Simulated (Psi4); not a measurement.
F$_{3}$In (SMILES [F][In]([F])[F]), singlet, geometry from GFN2-xTB (such geometries of metal compounds can be far from the true shape) (all electrons, no relativity). Base run: HF/STO-3G (Psi4).

The Psi4 input:
```
memory 2 GB

molecule mol {
0 1
In    0.000000    0.000000    0.000000
F    -1.677692   -1.020311    0.030266
F     0.015199    1.844970   -0.672648
F     1.662493   -0.824659    0.642382
}

set {
  basis sto-3g
  reference rhf
  scf_type pk
  stability_analysis check
}

energy('scf')
print_variables()
```

The bond that is stretched is that between atoms 2 and 1. A test that says stable can miss a lower solution.

Each row names what was changed in the base input (with any setting that the change needs).

| change | ΔE vs base (eV) | <S^2> | outcome |
|---|---|---|---|
| base | 0.00 | 0.000 | converged |
| stability_analysis = follow; reference = uhf | 0.00 | 0.000 | converged |
| bond × 1.25 | 2.24 | 0.000 | converged |
| stability_analysis = follow; reference = uhf; bond × 1.25 | 1.55 | 0.630 | converged |
| bond × 1.5 | 5.21 | 0.000 | converged |
| stability_analysis = follow; reference = uhf; bond × 1.5 | 2.12 | 0.954 | converged |
| bond × 1.8 | 7.71 | 0.000 | converged |
| stability_analysis = follow; reference = uhf; bond × 1.8 | 2.28 | 1.021 | converged |
| bond × 2.2 | - | - | not converged |
| stability_analysis = follow; reference = uhf; bond × 2.2 | - | - | not converged |
| bond × 3.0 | - | - | not converged |
| stability_analysis = follow; reference = uhf; bond × 3.0 | - | - | not converged |

Psi4 reported an instability in these rows: stability_analysis = follow; reference = uhf; bond × 1.25; stability_analysis = follow; reference = uhf; bond × 1.5; stability_analysis = follow; reference = uhf; bond × 1.8 (restricted rows aren't judged here).

Where a bond breaks into two radicals, a solution with restricted orbitals usually stops being the lowest and lies too high; an unrestricted one lies lower at the price of spin contamination, which <S^2> shows.
